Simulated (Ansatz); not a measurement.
C7H20N2Si2 (`C[Si](C)(C)/N=C/N[Si](C)(C)C`), relaxed with RKS PBE-D4/def2-SVP in Ansatz 0.2.0 from a rough embedded geometry. The force threshold is 0.03 eV/Å; the program also tests the step.

The species carries charge 0 and has multiplicity 1.

Start:

```xyz
31

C    -2.629   -0.622    2.263
Si   -0.731   -0.652    2.217
C     0.032   -2.344    2.430
C    -0.057    0.560    3.358
N    -0.260   -0.060    0.632
C    -0.640   -0.748   -0.403
N    -0.411   -0.437   -1.727
Si    0.699    0.727   -2.225
C     0.663    0.707   -4.042
C     2.387    0.244   -1.568
C     0.184    2.389   -1.535
H    -3.017    0.314    2.056
H    -2.957   -1.396    1.566
H    -2.932   -0.990    3.292
H    -0.207   -2.727    3.422
H     1.073   -2.355    2.274
H    -0.414   -3.072    1.668
H    -0.407    1.539    3.260
H     1.067    0.608    3.335
H    -0.231    0.241    4.480
H    -1.221   -1.665   -0.319
H    -0.579   -1.140   -2.387
H     0.997   -0.254   -4.502
H    -0.292    0.973   -4.444
H     1.363    1.496   -4.467
H     2.463    0.214   -0.487
H     3.131    0.968   -1.910
H     2.649   -0.771   -1.940
H     0.836    3.199   -1.974
H    -0.807    2.602   -1.869
H     0.247    2.451   -0.455
```

```
step  energy (eV)  largest force (eV/Å)  largest move (Å)
   1  -26288.5254                 4.418             0.000
   2  -26289.4534                 1.599             0.129
   3  -26289.6194                 0.702             0.145
   4  -26289.6483                 0.392             0.119
   5  -26289.6535                 0.157             0.124
   6  -26289.6635                 0.106             0.070
   7  -26289.6674                 0.122             0.066
   8  -26289.6698                 0.104             0.067
   9  -26289.6721                 0.122             0.085
  10  -26289.6745                 0.119             0.076
  11  -26289.6779                 0.093             0.091
  12  -26289.6813                 0.101             0.090
  13  -26289.6853                 0.115             0.095
  14  -26289.6898                 0.123             0.112
  15  -26289.6933                 0.144             0.096
  16  -26289.6955                 0.196             0.117
  17  -26289.7014                 0.127             0.047
  18  -26289.7059                 0.105             0.034
  19  -26289.7093                 0.059             0.077
  20  -26289.7117                 0.047             0.136
  21  -26289.7126                 0.035             0.059
  22  -26289.7132                 0.032             0.041
  23  -26289.7134                 0.017             0.040
```

End:

```xyz
31

C    -2.461   -1.479    2.333
Si   -0.755   -0.667    2.127
C     0.592   -1.858    2.711
C    -0.681    0.927    3.140
N    -0.404   -0.252    0.458
C    -1.160   -0.448   -0.564
N    -0.788   -0.085   -1.834
Si    0.791    0.697   -2.204
C     0.735    0.947   -4.078
C     2.203   -0.453   -1.724
C     0.910    2.351   -1.311
H    -3.277   -0.806    1.995
H    -2.538   -2.424    1.757
H    -2.652   -1.723    3.399
H     0.471   -2.114    3.784
H     1.595   -1.404    2.577
H     0.568   -2.802    2.129
H    -1.466    1.641    2.818
H     0.302    1.424    3.007
H    -0.821    0.728    4.222
H    -2.176   -0.922   -0.517
H    -1.466   -0.287   -2.573
H     0.641   -0.018   -4.618
H    -0.111    1.598   -4.380
H     1.669    1.433   -4.429
H     2.157   -0.655   -0.636
H     3.186    0.005   -1.961
H     2.134   -1.420   -2.263
H     1.870    2.859   -1.540
H     0.082    3.026   -1.608
H     0.848    2.182   -0.218
```

It took 17 s on 11 threads of an AMD EPYC 7R13 on a shared host and a whole NVIDIA H100 80 GB, with 0.97 GiB of host memory at the peak.
